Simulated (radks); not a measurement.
Task: Species: Dy+. Configuration: [Kr] 4d10 4f10 5s2 5p5 6s1 5f1 (not the ground configuration). Calculated with a radial shooting solver on a logarithmic mesh with Libxc functionals: scalar-relativistic Kohn-Sham, PBE, spin-unpolarised, spherical densities, finite nucleus; Fermi nuclear charge, rms radius 5.2218 fm. Some entries of the table are withheld. Estimate them.

| orbital | occ. | eigenvalue (hartree) | r(max) (bohr) |
|---|---|---|---|
| 1s | 2 | -1972.221 | 0.01338 |
| 2s | 2 | -328.9150 | (1) |
| 2p | 6 | -291.9396 | 0.06168 |
| 3s | 2 | -73.64878 | (2) |
| 3p | 6 | -62.29415 | 0.2117 |
| 3d | 10 | -47.68723 | 0.1729 |
| 4s | 2 | -15.02390 | 0.4941 |
| 4p | 6 | -11.28747 | 0.5161 |
| 4d | 10 | -6.19697 | (3) |
| 5s | 2 | -2.36590 | (4) |
| 5p | 5 | -1.47946 | (5) |
| 4f | 10 | -0.68391 | 0.5396 |
| 6s | 1 | -0.47436 | 2.968 |
| 5f | 1 | -0.09253 | 7.379 |

Result: 
(1) 2s r(max) (bohr): 0.07604
(2) 3s r(max) (bohr): 0.2154
(3) 4d r(max) (bohr): 0.5348
(4) 5s r(max) (bohr): 1.155
(5) 5p r(max) (bohr): 1.312
